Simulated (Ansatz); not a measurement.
`C[SiH2][Ga]([F])[Cl]` + NH₃ → `[NH2][Ga]([F])[Cl]` + `C[SiH3]` at 298.15 K and 1 bar (cleavage of the Ga–Si bond).

Calculated with Ansatz (gas phase, PBE0-D4/def2-TZVP geometries, no zero-point term in ΔE). CCSD(T)/CBS adds triple-zeta CCSD(T) − MP2 to the extrapolated MP2 energy (def2 sets, frozen cores). This one scheme is used for every species. For Ga outer-core shells are correlated without core-valence functions, which leaves a few kJ/mol of doubt a bond. Scalar relativity is left out up to krypton. One conformer a species, not always the lowest.

```json
{"species": "`C[SiH2][Ga]([F])[Cl]`", "CCSD(T)/CBS energy (Eh)": "-2813.76964", "H − E (kJ/mol)": "176.1", "S (J/(mol·K))": "408.1"}
{"species": "NH₃", "CCSD(T)/CBS energy (Eh)": "-56.50880", "H − E (kJ/mol)": "100.5", "S (J/(mol·K))": "192.4"}
{"species": "`[NH2][Ga]([F])[Cl]`", "CCSD(T)/CBS energy (Eh)": "-2539.54166", "H − E (kJ/mol)": "94.1", "S (J/(mol·K))": "335.8"}
{"species": "`C[SiH3]`", "CCSD(T)/CBS energy (Eh)": "-330.73916", "H − E (kJ/mol)": "173.3", "S (J/(mol·K))": "255.5"}
```

H − E and S are ideal-gas, rigid-rotor, harmonic terms from PBE0-D4/def2-TZVP, for one conformer and one mirror image of each species. 1 Eh = 2625.50 kJ/mol, R = 8.31446 J/(mol·K).

Question: By hand: ΔE, ΔH, ΔS and ΔG.

Answer: ΔE = (-2539.54166) + (-330.73916) − (-2813.76964) − (-56.50880) = -0.00238 Eh = -6.2 kJ/mol. Δ(H − E) = 94.1 + 173.3 − 176.1 − 100.5 = -9.2, so ΔH = -15.4 kJ/mol. ΔS = 335.8 + 255.5 − 408.1 − 192.4 = -9.2 J/(mol·K). ΔG = -15.4 − 298.15 × (-9.2)/1000 = -12.7 kJ/mol.

Question: By hand: the equilibrium constant, and the temperature at which ΔG would vanish if ΔH and ΔS stayed fixed.

Answer: log₁₀ K = −ΔG/(RT ln 10) = 2.2. ΔG = 0 at ΔH/ΔS = 1674 K, though so small a ΔS makes that figure unsure.

The number of gas molecules stays the same, so ΔS is small and ΔH decides. A doubt of 5 kJ/mol in ΔE shifts log₁₀ K by 0.9 here. Other conformers and mirror images would add mixing entropy, several J/(mol·K) or more a flexible species. Modes under 60 cm⁻¹, often nearly free rotors, make the harmonic entropy too high. These are equilibria of isolated gas molecules and say nothing of rates. Largest T1 diagnostic: 0.013 (customary marks: 0.02 for closed shells, 0.045 for open ones).
